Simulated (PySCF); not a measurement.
## Electronic structure of Tm⁺ (thulium, charge +1) at the UHF level

Configuration: [Xe] 4f13 6p1, one real determinant (an excited configuration). All numbers are calculated (PySCF 2.14, the spin-free X2C one-electron Hamiltonian (Gaussian nucleus), in ANO-RCC-VTZP (8s7p5d3f2g1h, 104 functions)).

| Item | Value |
| --- | --- |
| Total energy | -13561.455901 hartree |
| One-electron energy | -18601.0632 hartree |
| Hartree (Coulomb) energy | 5324.6704 hartree |
| Exchange energy | -285.0631 hartree |
| ⟨S²⟩ | 2.0011 |
| ⟨L²⟩ | 14.019 |
| Sum of ⟨r⟩ | 40.98 bohr |
| Sum of ⟨r²⟩ | 68.35 bohr² |
| Traceless quadrupole moment −½Σ⟨3z² − r²⟩ along its main axis | -12.7 e·bohr² |
| Langevin diamagnetic susceptibility | -54.1 ×10⁻⁶ cm³/mol |

| shell | electrons | mean orbital energy (hartree) | spread (hartree) | rms radius, mean of both spins (bohr) |
| --- | --- | --- | --- | --- |
| 1s α | 1 | -2193.42585 | 0 | 0.0227 |
| 1s β | 1 | -2193.42517 | 0 | 0.0227 |
| 2s α | 1 | -375.09896 | 0 | 0.0918 |
| 2s β | 1 | -375.09722 | 0 | 0.0918 |
| 2p α | 3 | -331.80998 | 0.01060 | 0.0829 |
| 2p β | 3 | -331.80826 | 0.00887 | 0.0829 |
| 3s α | 1 | -86.58241 | 0 | 0.235 |
| 3s β | 1 | -86.55175 | 0 | 0.235 |
| 3p α | 3 | -73.16590 | 0.05974 | 0.236 |
| 3p β | 3 | -73.13120 | 0.02781 | 0.236 |
| 3d α | 5 | -56.17933 | 0.05757 | 0.216 |
| 3d β | 5 | -56.14228 | 0.02669 | 0.216 |
| 4s α | 1 | -18.32376 | 0 | 0.530 |
| 4s β | 1 | -18.24871 | 0 | 0.530 |
| 4p α | 3 | -13.81365 | 0.09538 | 0.564 |
| 4p β | 3 | -13.73143 | 0.01749 | 0.564 |
| 4d α | 5 | -7.64041 | 0.10671 | 0.619 |
| 4d β | 5 | -7.53535 | 0.10189 | 0.619 |
| 5s α | 1 | -2.68475 | 0 | 1.34 |
| 5s β | 1 | -2.65708 | 0 | 1.34 |
| 5p α | 3 | -1.53836 | 0.03783 | 1.58 |
| 5p β | 3 | -1.51788 | 0.00823 | 1.58 |
| 4f α | 7 | -0.82649 | 0.10955 | 0.888 |
| 4f β | 6 | -0.77365 | 0.07503 | 0.888 |
| 6p α | 1 | -0.28902 | 0 | 5.68 |

⟨L²⟩ = 14.02 against 20 for a pure G term, so this real determinant mixes terms. Spin-orbit coupling, absent here, splits the open shell strongly.

Densities and radii are taken from the X2C orbitals without a picture-change correction, which distorts them close to the nucleus.

Spin-orbit constants ζ (cm⁻¹) from the X2C one-electron operator on these orbitals: bare nucleus, nucleus screened by l(l+1)(2l+1)/3 electrons, and screened by the Breit-Pauli mean field of the electrons.

| shell | bare | screened nucleus | mean field |
| --- | --- | --- | --- |
| 2p | 5040000 | 4894000 | n/a |
| 3p | 1076000 | 1044000 | n/a |
| 3d | 167700 | 143400 | n/a |
| 4p | 237500 | 230600 | n/a |
| 4d | 31330 | 26790 | n/a |
| 4f | 4709 | 2798 | n/a |
| 5p | 27990 | 27180 | n/a |
| 6p | 1411 | 1370 | n/a |

To first order the Landé constant is A = -878.0 cm⁻¹, so the lowest level has J = 5 and lies 0.435 eV below the centre of the term. This holds in LS coupling only.
